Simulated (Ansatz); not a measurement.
**Nudged elastic band run: F$_{2}$H$_{5}$NSSi$_{2}$**

input.yaml

```yaml
crystal:
  periodic: [false, false, false]
  atoms:
    - { symbol: "N", position_ang: [-1.344885, -2.046794, -0.06315] }
    - { symbol: Si, position_ang: [-0.363556, -0.827238, 0.566451] }
    - { symbol: F, position_ang: [0.244962, -1.372675, 1.940042] }
    - { symbol: F, position_ang: [-1.10842, 0.531965, 0.996915] }
    - { symbol: S, position_ang: [1.077727, -0.312183, -0.880844] }
    - { symbol: Si, position_ang: [1.226035, 1.814599, -0.547908] }
    - { symbol: H, position_ang: [-1.655918, -2.039089, -1.022379] }
    - { symbol: H, position_ang: [-1.875116, -2.671591, 0.526986] }
    - { symbol: H, position_ang: [-0.014496, 2.510244, -0.971276] }
    - { symbol: H, position_ang: [2.363083, 2.243102, -1.400913] }
    - { symbol: H, position_ang: [1.516084, 2.112561, 0.876675] }
basis:
  gaussian: { orbitals: "6-31G*" }
hamiltonian:
  xc: pbe0
  dispersion: d4
neb:
  order_check: false
  images: 5
  f_tol: 0.03
  max_iterations: 60
  final_atoms:
    - { symbol: "N", position_ang: [-1.15125032, -2.1653295, 0.04679149] }
    - { symbol: Si, position_ang: [-0.88921145, -0.51290811, 0.26833991] }
    - { symbol: F, position_ang: [-0.06495497, -0.0953764, 1.58507568] }
    - { symbol: F, position_ang: [-2.31960582, 0.16555704, 0.48889426] }
    - { symbol: S, position_ang: [0.17779025, 0.2270896, -1.39037998] }
    - { symbol: Si, position_ang: [1.44226292, 1.68620735, -0.42698211] }
    - { symbol: H, position_ang: [-0.44117951, -2.77223522, -0.33356634] }
    - { symbol: H, position_ang: [-1.89311789, -2.66089212, 0.51963186] }
    - { symbol: H, position_ang: [0.63701992, 2.63590022, 0.3814253] }
    - { symbol: H, position_ang: [2.10396409, 2.40397018, -1.54618166] }
    - { symbol: H, position_ang: [2.46378279, 1.03091797, 0.42755059] }
  initial_path:
    images:
      - { positions_ang: [[-1.344885, -2.046794, -0.06315], [-0.363556, -0.827238, 0.566451], [0.244962, -1.372675, 1.940042], [-1.10842, 0.531965, 0.996915], [1.077727, -0.312183, -0.880844], [1.226035, 1.814599, -0.547908], [-1.655918, -2.039089, -1.022379], [-1.875116, -2.671591, 0.526986], [-0.014496, 2.510244, -0.971276], [2.363083, 2.243102, -1.400913], [1.516084, 2.112561, 0.876675]] }
      - { positions_ang: [[-1.31518081, -2.08303156, -0.02533712], [-0.45266968, -0.74869641, 0.48755856], [0.19869139, -1.12783953, 1.86358887], [-1.33071412, 0.50040272, 0.79160863], [0.93051434, -0.27243693, -1.02480732], [1.24997664, 1.76241317, -0.51066462], [-1.49050602, -2.1357608, -1.00243597], [-1.7672673, -2.61196892, 0.66656742], [0.04146582, 2.52929789, -0.70458702], [2.31902889, 2.25963874, -1.38925159], [1.68216086, 1.87088263, 0.86835916]] }
      - { positions_ang: [[-1.28547661, -2.11926913, 0.01247576], [-0.54178336, -0.67015483, 0.40866612], [0.15242078, -0.88300407, 1.78713573], [-1.55300825, 0.46884045, 0.58630227], [0.78330168, -0.23269085, -1.16877064], [1.27391827, 1.71022734, -0.47342125], [-1.32509404, -2.2324326, -0.98249294], [-1.6594186, -2.55234683, 0.80614884], [0.09742763, 2.54835178, -0.43789804], [2.27497478, 2.27617548, -1.37759018], [1.84823772, 1.62920425, 0.86004332]] }
      - { positions_ang: [[-1.25577242, -2.15550669, 0.05028864], [-0.63089703, -0.59161324, 0.32977368], [0.10615017, -0.6381686, 1.7106826], [-1.77530237, 0.43727817, 0.3809959], [0.63608902, -0.19294478, -1.31273396], [1.29785991, 1.65804151, -0.43617787], [-1.15968206, -2.32910439, -0.9625499], [-1.5515699, -2.49272475, 0.94573026], [0.15338945, 2.56740568, -0.17120906], [2.23092067, 2.29271222, -1.36592877], [2.01431457, 1.38752588, 0.85172748]] }
      - { positions_ang: [[-1.22093172, -2.15878096, 0.04912292], [-0.71700184, -0.5653782, 0.30929576], [0.04911512, -0.45723787, 1.66881363], [-1.95673685, 0.34670446, 0.41696202], [0.48332276, -0.05293332, -1.33861597], [1.34599425, 1.66743012, -0.43311262], [-0.92018121, -2.47681467, -0.75288872], [-1.66541923, -2.54878054, 0.80369746], [0.3145996, 2.59023719, 0.0130024], [2.18860181, 2.3297982, -1.42601307], [2.16413731, 1.26865657, 0.71033518]] }
      - { positions_ang: [[-1.18609102, -2.16205523, 0.04795721], [-0.80310665, -0.53914315, 0.28881783], [-0.00791992, -0.27630713, 1.62694465], [-2.13817134, 0.25613075, 0.45292814], [0.33055651, 0.08707814, -1.36449797], [1.39412858, 1.67681873, -0.43004736], [-0.68068036, -2.62452495, -0.54322753], [-1.77926856, -2.60483633, 0.66166466], [0.47580976, 2.6130687, 0.19721385], [2.14628295, 2.36688419, -1.48609736], [2.31396005, 1.14978727, 0.56894289]] }
      - { positions_ang: [[-1.15125032, -2.1653295, 0.04679149], [-0.88921145, -0.51290811, 0.26833991], [-0.06495497, -0.0953764, 1.58507568], [-2.31960582, 0.16555704, 0.48889426], [0.17779025, 0.2270896, -1.39037998], [1.44226292, 1.68620735, -0.42698211], [-0.44117951, -2.77223522, -0.33356634], [-1.89311789, -2.66089212, 0.51963186], [0.63701992, 2.63590022, 0.3814253], [2.10396409, 2.40397018, -1.54618166], [2.46378279, 1.03091797, 0.42755059]] }
```

Command:

```bash
$ ansatz run input.yaml --threads 2 --pin off --max-ram 3072MiB --backend cpu --events-out ev --progress --plain --runs-dir out
```

Output, in part (warnings, iteration lines, the closing report on the highest movable image, with atoms numbered from 0):

```
NEB end point (image 0): max|allowed force component| = 1.440e-2 eV/Å (the criterion of neb.relax_end_points is 1.000e-2)
NEB end point (image 6): max|allowed force component| = 1.057e-2 eV/Å (the criterion of neb.relax_end_points is 1.000e-2)
NEB iter   1: max|band force component| = 5.240e0 eV/Å  barrier→ = 1.0544 eV  barrier← = 1.0543 eV  Δτ_max = 0.1997 Å  (183 SCF iters)
NEB iter   2: max|band force component| = 2.786e0 eV/Å  barrier→ = 0.5310 eV  barrier← = 0.5309 eV  Δτ_max = 0.2000 Å  (142 SCF iters)
NEB iter   3: max|band force component| = 1.785e0 eV/Å  barrier→ = 0.2078 eV  barrier← = 0.2077 eV  Δτ_max = 0.1198 Å  (141 SCF iters)
NEB iter   4: max|band force component| = 4.178e-1 eV/Å  barrier→ = 0.0946 eV  barrier← = 0.0946 eV  CI = image 4  Δτ_max = 0.0759 Å  (143 SCF iters)
NEB iter   5: max|band force component| = 2.240e-1 eV/Å  barrier→ = 0.0854 eV  barrier← = 0.0853 eV  CI = image 3  Δτ_max = 0.1175 Å  (146 SCF iters)
NEB iter   6: max|band force component| = 2.152e-1 eV/Å  barrier→ = 0.0887 eV  barrier← = 0.0887 eV  CI = image 3  Δτ_max = 0.0316 Å  (143 SCF iters)
NEB iter   7: max|band force component| = 8.532e-2 eV/Å  barrier→ = 0.0875 eV  barrier← = 0.0874 eV  CI = image 3  Δτ_max = 0.0365 Å  (141 SCF iters)
NEB iter   8: max|band force component| = 1.109e-1 eV/Å  barrier→ = 0.0860 eV  barrier← = 0.0859 eV  CI = image 3  Δτ_max = 0.0183 Å  (133 SCF iters)
NEB iter   9: max|band force component| = 1.072e-1 eV/Å  barrier→ = 0.0854 eV  barrier← = 0.0854 eV  CI = image 3  Δτ_max = 0.0183 Å  (128 SCF iters)
NEB iter  10: max|band force component| = 9.175e-2 eV/Å  barrier→ = 0.0844 eV  barrier← = 0.0843 eV  CI = image 3  Δτ_max = 0.0183 Å  (127 SCF iters)
NEB iter  11: max|band force component| = 8.829e-2 eV/Å  barrier→ = 0.0831 eV  barrier← = 0.0830 eV  CI = image 3  Δτ_max = 0.0183 Å  (128 SCF iters)
NEB iter  12: max|band force component| = 5.444e-2 eV/Å  barrier→ = 0.0821 eV  barrier← = 0.0821 eV  CI = image 3  Δτ_max = 0.0183 Å  (133 SCF iters)
NEB iter  13: max|band force component| = 3.838e-2 eV/Å  barrier→ = 0.0813 eV  barrier← = 0.0813 eV  CI = image 3  Δτ_max = 0.0365 Å  (126 SCF iters)
NEB iter  14: max|band force component| = 5.084e-2 eV/Å  barrier→ = 0.0800 eV  barrier← = 0.0800 eV  CI = image 3  Δτ_max = 0.0183 Å  (131 SCF iters)
NEB iter  15: max|band force component| = 4.435e-2 eV/Å  barrier→ = 0.0794 eV  barrier← = 0.0794 eV  CI = image 3  Δτ_max = 0.0183 Å  (114 SCF iters)
NEB iter  16: max|band force component| = 3.747e-2 eV/Å  barrier→ = 0.0789 eV  barrier← = 0.0789 eV  CI = image 3  Δτ_max = 0.0183 Å  (115 SCF iters)
NEB iter  17: max|band force component| = 2.569e-2 eV/Å  barrier→ = 0.0785 eV  barrier← = 0.0784 eV  CI = image 3  Δτ_max = 0.0183 Å  (113 SCF iters)
NEB iter  18: max|band force component| = 5.164e-2 eV/Å  barrier→ = 0.0781 eV  barrier← = 0.0780 eV  CI = image 3  Δτ_max = 0.0364 Å  (24 SCF iters)
NEB iter  19: max|band force component| = 2.442e-2 eV/Å  barrier→ = 0.0775 eV  barrier← = 0.0774 eV  CI = image 3  Δτ_max = 0.0304 Å  (130 SCF iters)
NEB iter  20: max|band force component| = 8.251e-2 eV/Å  barrier→ = 0.0771 eV  barrier← = 0.0771 eV  CI = image 3  Δτ_max = 0.0378 Å  (28 SCF iters)
NEB iter  21: max|band force component| = 5.262e-2 eV/Å  barrier→ = 0.0769 eV  barrier← = 0.0769 eV  CI = image 3  Δτ_max = 0.0223 Å  (131 SCF iters)
NEB iter  22: max|band force component| = 7.019e-2 eV/Å  barrier→ = 0.0769 eV  barrier← = 0.0768 eV  CI = image 3  Δτ_max = 0.0112 Å  (118 SCF iters)
NEB iter  23: max|band force component| = 6.764e-2 eV/Å  barrier→ = 0.0768 eV  barrier← = 0.0768 eV  CI = image 3  Δτ_max = 0.0109 Å  (108 SCF iters)
NEB iter  24: max|band force component| = 5.478e-2 eV/Å  barrier→ = 0.0768 eV  barrier← = 0.0768 eV  CI = image 3  Δτ_max = 0.0112 Å  (111 SCF iters)
NEB iter  25: max|band force component| = 3.086e-2 eV/Å  barrier→ = 0.0768 eV  barrier← = 0.0768 eV  CI = image 3  Δτ_max = 0.0112 Å  (111 SCF iters)
NEB iter  26: max|band force component| = 1.183e-2 eV/Å  barrier→ = 0.0768 eV  barrier← = 0.0768 eV  CI = image 3  Δτ_max = 0.0000 Å  (246 SCF iters)
Total energy: -33582.94830180 eV, -1234.1505867513 hartree
Atom 0 at    -1.182656    -2.223858     0.064694 Å, force    -0.001600     0.010391    -0.003732 eV/Å
Atom 1 at    -0.682702    -0.627097     0.311149 Å, force    -0.000359    -0.002749     0.002083 eV/Å
Atom 2 at    -0.125082    -0.481623     1.803935 Å, force     0.001838     0.001573     0.001019 eV/Å
Atom 3 at    -1.853959     0.466931     0.252818 Å, force    -0.000427    -0.003003    -0.000857 eV/Å
Atom 4 at     0.785924    -0.174731    -1.131935 Å, force     0.000141     0.000323    -0.000155 eV/Å
Atom 5 at     1.429771     1.747621    -0.398929 Å, force     0.000121     0.000526    -0.000456 eV/Å
Atom 6 at    -1.306199    -2.593828    -0.866395 Å, force     0.000047    -0.004971     0.003138 eV/Å
Atom 7 at    -1.741337    -2.708252     0.753102 Å, force     0.000062    -0.001409    -0.001694 eV/Å
Atom 8 at     0.262286     2.514890     0.103185 Å, force     0.000071     0.000072     0.000633 eV/Å
Atom 9 at     2.050299     2.434464    -1.558903 Å, force     0.000088     0.000214     0.000197 eV/Å
Atom 10 at     2.429155     1.588384     0.687878 Å, force     0.000018    -0.000967    -0.000176 eV/Å
Dipole moment:    -0.150989    -0.206219    -0.078622 e Å
```

The run converged. The band force fell under the threshold earlier too, but the program's further tests of the path sent the band on. A vibrational analysis at the climbing image gives no mode beyond 40i cm⁻¹: the surface is too flat there to confirm a saddle point.

Final band (atoms are numbered from 1 in the order of the input):

```tsv
image	path coordinate (Å)	energy (kJ/mol)	height of N1 over the plane of its neighbours (Å)
0	0.00	0.0	-0.10
1	0.82	2.5	-0.09
2	1.64	6.5	-0.12
3	2.46	7.4	-0.15
4	3.09	6.1	-0.11
5	3.71	1.5	0.07
6	4.34	0.0	0.10
```

Time of the run: 8 min on 2 threads of Arm Neoverse V1, with other jobs on the host, peak memory 0.28 GiB.
